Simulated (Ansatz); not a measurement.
Input file for Ansatz (a first-principles code): R-CCSD(T)/cc-pVTZ on C3H4 (SMILES C1=CC1).

Ansatz 0.2 input:
```yaml
crystal:
  periodic: [false, false, false]
  atoms:
    - {symbol: C, position_ang: [0.77015616, -0.42157263, -0.03510560]}
    - {symbol: C, position_ang: [0.36395254, 0.79937445, -0.02666591]}
    - {symbol: C, position_ang: [-0.72203363, -0.24046478, 0.03933000]}
    - {symbol: H, position_ang: [1.57672089, -1.13139283, -0.06917563]}
    - {symbol: H, position_ang: [0.58441199, 1.85126180, -0.04854796]}
    - {symbol: H, position_ang: [-1.33310976, -0.43781433, -0.84004609]}
    - {symbol: H, position_ang: [-1.24009818, -0.41939169, 0.98021123]}
basis:
  gaussian:
    orbitals: cc-pVTZ
magnetization: {spin_polarized: false}
correlation: {method: ccsd_t, electrons: outside_noble_gas}
scf: {lower_state_search: off}
```

Output:

```
WARN ansatz: RAYON_NUM_THREADS=1 ignored (pool sized by the plan → 1); use --threads N
Functional definition: HF
these checks for a lower state are left out or cut short: stability, starts, cluster_reference, orbital_swaps, neighbouring_geometries, increment
integrals: 0.33 GiB planned
816 factors; integrals over basis functions are off by at most 1.1e-3 eV
mean field: 0.26 GiB planned
mean field evaluation 1: about -3150.8785 eV, gradient 2.7e1 eV
mean field evaluation 2: about -3150.8822 eV, gradient 2.7e1 eV
mean field evaluation 4: about -3152.8394 eV, gradient 2.7e0 eV
mean field evaluation 8: about -3152.8618 eV, gradient 2.4e-4 eV
mean field -3152.86180226 eV, -115.8655341466 hartree, gradient 3.3e-6 eV, S^2 0.000000; 0 other end points of the search recorded, 0 dependent functions left out
3 core orbitals not correlated
reference -3152.86180226 eV, -115.8655341466 hartree; 8, 8 occupied and 135, 135 virtual orbitals, 816 factors
second order -13.23152217 eV of doubles, -0.00000000 eV of singles
coupled cluster: 0.87 GiB planned
cycle   1  -13.41124219 eV  change   -1.8e-1 eV  update   7.4e-2
cycle   2  -13.76684376 eV  change   -3.6e-1 eV  update   2.3e-2
cycle   3  -13.82546143 eV  change   -5.9e-2 eV  update   9.7e-3
cycle   4  -13.82573345 eV  change   -2.7e-4 eV  update   2.6e-3
cycle   5  -13.82713212 eV  change   -1.4e-3 eV  update   7.7e-4
cycle   6  -13.82723272 eV  change   -1.0e-4 eV  update   1.9e-4
cycle   7  -13.82717327 eV  change    5.9e-5 eV  update   4.6e-5
cycle   8  -13.82718362 eV  change   -1.0e-5 eV  update   1.4e-5
perturbative correction -0.65415410 eV, -0.0240397197 hartree
Total energy: -3167.34313998 eV, -116.3977134920 hartree
Checks for a lower state left out: stability, starts, cluster_reference, orbital_swaps, neighbouring_geometries, increment
```

The calculation finished and met its thresholds.

Cost: about 11 core-seconds (a rough figure).
